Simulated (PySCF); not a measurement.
Cl₄H₂Mo, multiplicity 1. Atoms are numbered in the order given.

```xyz
7

Mo     0.0000     0.0000    -0.0885
Cl     0.0000     2.2388    -0.4823
Cl     2.1874     0.0000     0.6811
Cl    -2.1874     0.0000     0.6811
Cl     0.0000    -2.2388    -0.4823
H      0.8039     0.0000    -1.5215
H     -0.8039     0.0000    -1.5215
```
Charge 0, spin multiplicity 1.

Coordinates come from a B3LYP-D3(BJ)/def2-SVP optimisation. The multiplicity is an assumed one; no other spin state was optimised. The structure was generated by enumeration; whether it is a known compound was not checked. The def2 effective core potentials stand for the cores of Mo; spin–orbit coupling is left out.

Calculation: ωB97X/def2-TZVP in PySCF.

Computed frontier levels, gap, dipole moment and polarisability:
```yaml
highest_occupied_level: -10.83 eV
lowest_empty_level: -3.18 eV
orbital_gap: 7.65 eV
dipole_moment: 0.50 D
quadrupole, principal values (traceless, Buckingham form, about the centre of nuclear charge): -6.16, 1.13, 5.03 D·Å
mean_static_polarisability: 104.2 bohr³ (15.44 Å³)
polarisability_principal_values: 71.5, 117.6, 123.4 bohr³
```
